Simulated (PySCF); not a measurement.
**Spinor energies of Ge⁺ (germanium, charge +1)**

Start: [Ar] 3d10 4s2 5s1; 5s1/2 filled at m_j = +1/2. Calculated with PySCF 2.14 in x2c-TZVPall-2c with one added diffuse shell each of s, p, d type (7s8p5d1f, 63 functions): generalised Hartree-Fock with the X2C-1e Hamiltonian and a Gaussian nucleus; one run each with spin-orbit coupling (SO) switched off, then screened by Boettger's factors. This is a chosen level, not necessarily the ground level.

```csv
spinor shell,electrons,"ε, spin-free (eV)","ε, screened SO (eV)",weight of nominal j (screened SO),"rms radius, screened SO (bohr)"
1s1/2,2,-11193.8,-11193.5,1.000,0.0542
2s1/2,2,-1468.2,-1468.1,1.000,0.227
2p1/2,2,-1280.0,-1301.8,1.000,0.201
2p3/2,4,-1280.0,-1269.4,1.000,0.204
3s1/2,2,-215.60,-215.60,1.000,0.667
3p1/2,2,-155.72,-158.82,1.000,0.694
3p3/2,4,-155.72,-154.22,1.000,0.704
3d3/2,4,-57.543,-57.922,1.000,0.807
3d5/2,6,-57.543,-57.290,1.000,0.812
4s1/2,2,-26.875,-26.875,1.000,2.14
5s1/2,1,-7.819,-7.819,1.000,5.59
```

```csv
quantity,spin-free,screened SO
E (hartree),-2096.46538,-2096.54251
M_J,1/2,1/2
⟨J²⟩,0.750,0.750
⟨L²⟩,0.000,0.002
⟨S²⟩,0.750,0.752
```

Each row is a mean over spinors that exchange with the open shell spreads, by up to 0.343 eV (4s1/2).

Without spin-orbit coupling the j labels of p, d and f shells carry no meaning; the spin-free column gives the mean over the occupied spinors of each nl shell.
